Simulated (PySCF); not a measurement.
## ECD: `InChI=1S/C5H4F2Si/c6-4-2-1-3-5(7)8/h4H,8H3`

Molfile (atoms numbered from 1):
```
C5H4F2Si
     RDKit          3D

 12 11  0  0  0  0  0  0  0  0999 V2000
    4.4845    0.5069   -0.1499 F   0  0  0  0  0  0  0  0  0  0  0  0
    3.5636   -0.1689    0.5249 C   0  0  0  0  0  0  0  0  0  0  0  0
    2.3091   -0.2655    0.1363 C   0  0  0  0  0  0  0  0  0  0  0  0
    1.0777   -0.3994   -0.1894 C   0  0  0  0  0  0  0  0  0  0  0  0
   -0.1534   -0.5347   -0.5172 C   0  0  0  0  0  0  0  0  0  0  0  0
   -1.4431   -0.5869   -0.7969 C   0  0  0  0  0  0  0  0  0  0  0  0
   -1.9429   -1.5733   -1.5601 F   0  0  0  0  0  0  0  0  0  0  0  0
   -2.7168    0.6760   -0.1990 Si  0  0  0  0  0  4  0  0  0  0  0  0
    3.9579   -0.6329    1.4359 H   0  0  0  0  0  0  0  0  0  0  0  0
   -2.0172    1.6594    0.6721 H   0  0  0  0  0  0  0  0  0  0  0  0
   -3.7882   -0.0371    0.5559 H   0  0  0  0  0  0  0  0  0  0  0  0
   -3.3211    1.3520   -1.3841 H   0  0  0  0  0  0  0  0  0  0  0  0
  1  2  1  0
  2  3  2  0
  3  4  2  0
  4  5  2  0
  5  6  2  0
  6  7  1  0
  6  8  1  0
  2  9  1  0
  8 10  1  0
  8 11  1  0
  8 12  1  0
M  END
```

Computed, not measured: TDDFT CAM-B3LYP/aug-cc-pVDZ circular dichroism and optical rotation, one conformer, gas phase (PySCF 2.14.0). Geometry: PBE0-D3(BJ)/def2-SVP.

No stereocentre is labelled: unless the shape is locked (an allene, a helicene, a hindered biaryl), the mirror image is equally populated and a measured rotation or CD is zero.

(1) Which excitations and rotatory strengths does the calculation give?

Results:

(1) Rotatory strengths R in 10⁻⁴⁰ esu² cm², velocity form and length form (origin at the centre of mass); f in length form.
```tsv
state	E (eV)	λ (nm)	f	R (velocity)	R (length)	main
1	3.51	353	0.0006	-0.1	-0.4	HOMO→LUMO 0.93
2	3.77	329	0.0004	-0.6	-1.3	HOMO−1→LUMO+1 0.93
3	4.57	271	0.005	-0.8	-0.8	HOMO−1→LUMO 0.53, HOMO→LUMO+1 0.45
4	5.79	214	2.256	-12.8	-12.2	HOMO→LUMO+1 0.49, HOMO−1→LUMO 0.41
5	6.26	198	0.018	+4.0	+4.0	HOMO→LUMO+2 0.58, HOMO→LUMO+3 0.15
6	6.35	195	0.006	+11.3	+11.2	HOMO−1→LUMO+2 0.66, HOMO−1→LUMO+4 0.18
7	6.46	192	0.006	-5.2	-4.8	HOMO−2→LUMO 0.61, HOMO→LUMO+2 0.12
8	6.69	185	0.002	+3.3	+3.8	HOMO−5→LUMO+1 0.42, HOMO−3→LUMO+1 0.35
9	6.93	179	0.017	-9.1	-9.3	HOMO→LUMO+3 0.40, HOMO→LUMO+4 0.38
10	7.08	175	0.004	+7.6	+7.5	HOMO−1→LUMO+3 0.54, HOMO−1→LUMO+4 0.27
11	7.11	174	0.003	+6.1	+5.9	HOMO−6→LUMO 0.36, HOMO−4→LUMO 0.27
12	7.25	171	0.002	-4.7	-4.9	HOMO−1→LUMO+4 0.22, HOMO−1→LUMO+3 0.15
```

Among the states computed, the strongest CD band (largest |R|) is state 4. The largest dissymmetry factor in size, g = 4R/(D+G), with D and G the electric and magnetic dipole strengths, is -0.037 for state 12 (velocity form, f = 0.001), among bands with |R| over 0.5. The mirror image has the same energies and oscillator strengths and all R with the opposite sign.
